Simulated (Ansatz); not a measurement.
Total energies of Si8NH16, a doped cluster cut from the lattice of silicon (N on a surface site) from Ansatz at PBE0-D4/def2-TZVP, gas phase (1 Eh = 27.2114 eV = 2625.5 kJ/mol). The reference geometry is relaxed at PBE-D4/def2-SVP.

```xyz
25

Si   -2.554   -0.444   -1.358
Si    0.293   -2.476    0.172
Si    0.917    0.753   -1.841
Si   -0.558    2.255    0.569
Si    3.175   -0.237    1.397
Si   -0.363   -1.218   -1.707
Si   -2.412    0.788    0.642
Si    1.116   -1.191    1.971
N     0.833    1.531   -0.252
H    -3.574   -1.550   -1.259
H    -2.945    0.480   -2.484
H    -0.853   -3.331    0.655
H     1.418   -3.403   -0.222
H     0.378    1.627   -2.951
H     2.369    0.483   -2.128
H    -1.026    3.527   -0.103
H    -0.108    2.620    1.959
H     3.600   -0.508   -0.025
H     3.281    1.248    1.662
H    -0.252   -2.039   -2.970
H    -3.650    1.619    0.872
H    -2.287   -0.191    1.781
H     1.315   -2.148    3.122
H     0.158   -0.131    2.447
H     1.728    1.936    0.052
```

| state | geometry | energy (Eh) |
| --- | --- | --- |
| charge 0 doublet | reference | -2379.41967 |
| charge 1 singlet | reference | -2379.13655 |
| charge 1 singlet | relaxed at PBE-D4/def2-SVP | -2379.24625 |
| charge -1 singlet | reference | -2379.47220 |
| free Si atom (triplet) | – | -289.24943 |
| free N atom (quartet) | – | -54.54382 |
| free H atom (doublet) | – | -0.50104 |

Single mean-field runs in def2-TZVP are fitted with def2-universal-jkfit.

**Question.** Work out the vertical ionisation energy to the singlet.

**Answer.** E(charge 1 singlet) − E(charge 0 doublet) = -2379.13655 − (-2379.41967) = 0.28312 Eh = 7.70 eV. For comparison, −ε of the highest occupied level of the spin that leaves is 6.05 eV at this level, 1.65 eV less.

**Question.** Work out the vertical electron affinity, to the singlet.

**Answer.** E(charge 0 doublet) − E(charge -1 singlet) = -2379.41967 − (-2379.47220) = 0.05253 Eh = 1.43 eV. The basis lacks diffuse functions, which makes affinities too small.

**Question.** Give the fundamental gap IE − EA, the Mulliken electronegativity (IE + EA)/2 and the hardness (IE − EA)/2.

**Answer.** From the values in Eh: IE − EA = 0.28312 − 0.05253 = 0.23059 Eh = 6.27 eV; (IE + EA)/2 = 4.57 eV; (IE − EA)/2 = 3.14 eV.

**Question.** How much does the charge 1 singlet relax, and what is the adiabatic ionisation energy?

**Answer.** Relaxation: -2379.13655 − (-2379.24625) = 0.10970 Eh = 2.99 eV. Adiabatic ionisation energy: 0.17342 Eh = 4.72 eV, without zero-point energy. Bonds change on the way (0 lost, 1 formed), so the relaxed form is another species. 

**Question.** What is the binding energy per atom against free atoms?

**Answer.** Atoms: 8 × (-289.24943) + 1 × (-54.54382) + 16 × (-0.50104) = -2376.55590 Eh. Binding: -2376.55590 − (-2379.41967) = 2.86377 Eh = 77.93 eV, or 3.12 eV for each of 25 atoms (no zero-point energy, no counterpoise term).
